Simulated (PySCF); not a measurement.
Coordinates in bohr (charge 0 multiplicity 1):
```
Se    0.0000    0.0000   -0.5774
F     0.0000    3.3754   -0.2734
F     0.0000   -3.3754   -0.2734
F     2.4731    0.0000    1.4919
F    -2.4731    0.0000    1.4919
```

All numbers come from PySCF, B3LYP, basis Se def2-TZVP, F def2-TZVP (no relativity, density fitting).

This geometry of SeF4 is a stationary point at this level.

Task: What is the point group?

Result: C2v.

Task: Is it a minimum?

Result: Yes: all harmonic wavenumbers are real.

Task: List the harmonic modes with their infrared intensities.

Result: 
| symmetry | ω (cm⁻¹) | IR (km/mol) | type |
| --- | --- | --- | --- |
| a1 | 162 | 1.2 | bend |
| b2 | 230 | 13.6 | bend |
| a1 | 350 | 26.8 | bend |
| a2 | 352 | 0.0 | bend |
| b1 | 389 | 10.9 | bend |
| a1 | 557 | 1.7 | stretch |
| b1 | 609 | 355 | stretch |
| b2 | 704 | 113 | stretch |
| a1 | 727 | 58.0 | stretch |

Task: What is the atomisation energy, with and without zero-point energy?

Result: 1328 kJ/mol without, 1304 kJ/mol with.

In C2v the vibrations span 4a1 + 2b2 + a2 + 2b1. The a2 mode carries no infrared intensity, as symmetry demands.
